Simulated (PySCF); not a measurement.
## How methods differ on the excitation energy of Cd

Cd [Kr] 4d10 5s2 (1S) → Cd [Kr] 4d10 5s1 5p1 (3P), as a difference of total energies. Computed with PySCF 2.14 in aug-cc-pVTZ-PP with one added diffuse shell each of s, p, d, f, g type with ECP28MDF (7s7p6d4f3g, 113 functions), with scalar relativity through the core potential. Correlated levels: valence: 4s2 4p6 frozen. The calculations carry no spin-orbit coupling.

| method | excitation energy (eV) | error (eV) |
| --- | --- | --- |
| UHF | 2.492 | -1.382 |
| LDA | 4.287 | +0.413 |
| PBE | 4.026 | +0.152 |
| PBE0 | 3.719 | -0.155 |
| r2SCAN | 3.741 | -0.133 |
| wB97M-V | 3.752 | -0.122 |
| CAM-B3LYP | 3.881 | +0.007 |
| MN15 | 4.109 | +0.235 |
| MP2 (valence) | 3.878 | +0.004 |
| SCS-MP2 (valence) | 3.940 | +0.066 |

Reference: 3.874 eV (measured; NIST levels, between the centres of gravity of the two terms).

Errors of the correlated levels include the incompleteness of this basis and the frozen core.
